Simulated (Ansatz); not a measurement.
Program: Ansatz. Geometries: PBE0-D4/def2-TZVP. ΔE: electronic, gas phase. CCSD(T)/CBS adds triple-zeta CCSD(T) − MP2 to the extrapolated MP2 energy (def2 sets, frozen cores). This one scheme is used for every species. Functionals use def2-TZVPP. For Ga outer-core shells are correlated without core-valence functions, which leaves a few kJ/mol of doubt a bond. Scalar relativity is left out up to krypton.

Consider the hydrogenolysis of a Ga–Si bond: `[SiH3][Ga]1[CH2][CH2]1` + H₂ → `[CH2]1[CH2][GaH]1` + SiH₄.

Question: Is it downhill or uphill in electronic energy at CCSD(T)/CBS, and by how much? (Best estimate.)

Answer: Ansatz gave: Uphill: ΔE = +0.58 eV.

Question: What do these levels give: PBE0-D4, ωB97X-V, PBE, MP2/def2-TZVPP, SCS-MP2/def2-TZVPP, MP2/CBS(def2)? (Estimate.)

Answer: The calculation gave: PBE0-D4 0.63, ωB97X-V 0.29, PBE 0.77, MP2/def2-TZVPP 0.40, SCS-MP2/def2-TZVPP 0.35, MP2/CBS(def2) 0.51 eV.

Largest T1 diagnostic among the species: 0.016.

The D4 term adds +0.14 eV with B3LYP and +0.08 eV with PBE0; it sums over pairs of atoms, weighted by their polarisabilities, and B3LYP, whose exchange is more repulsive, gets the larger term. In def2-TZVPP, CCSD(T) changes the Hartree–Fock value by +0.37 eV (the triples alone add +0.13 eV) and MP2 by +0.30 eV. From PBE to PBE0 (25 % exact exchange), in def2-TZVPP and without D4, ΔE moves by −0.21 eV.

B3LYP here is the variant with VWN-RPA as its local correlation; programs differ in this.
